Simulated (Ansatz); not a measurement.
**A ladder of methods for MoCl2O2 (SMILES O=[Mo](=O)(Cl)Cl)**

MoCl2O2 has 5 atoms, charge 0, and is taken as a singlet. SMILES: `O=[Mo](=O)(Cl)Cl`. Geometry: optimised at r2SCAN/def2-SVP.

```csv
atom,x (Å),y (Å),z (Å)
O,0.1630,-0.1967,1.7206
Mo,0.0659,-0.0597,0.0538
O,1.2348,-1.0819,-0.5749
Cl,-1.9787,-0.7328,-0.6413
Cl,0.5150,2.0711,-0.5582
```

Each level gives the dissociation energy of the Mo2–O1 bond into singlet MoCl2O and triplet O (shapes relaxed at r2SCAN/def2-SVP, no zero-point term) (eV). The values are calculated.

```csv
level,kind,program,value (eV)
HF/def2-SVP (core potential),Hartree–Fock,Ansatz,2.29
SVWN5/def2-SVP (core potential),LDA,Ansatz,8.79
BLYP/def2-SVP (core potential),GGA,Ansatz,7.35
r2SCAN/def2-SVP (core potential),meta-GGA,Ansatz,7.31
PBE0-D4/def2-SVP (core potential),global hybrid,Ansatz,6.75
B2PLYP/def2-SVP (core potential),double hybrid,Ansatz,7.04
RPA@PBE/def2-SVP (core potential),RPA,Ansatz,6.06
MP2/def2-SVP (core potential),perturbation theory,Ansatz,8.07
```

Spin-orbit coupling, which can split open shells on such heavy atoms by tenths of an eV, is left out. The values span 2.29 to 8.79 eV. Hartree–Fock misses the correlation of the electron pair that is broken and comes out low. A fragment with an even electron count was run as a singlet and may have a lower triplet. Measured bond enthalpies also hold zero-point and thermal terms, a few tenths of an eV less.
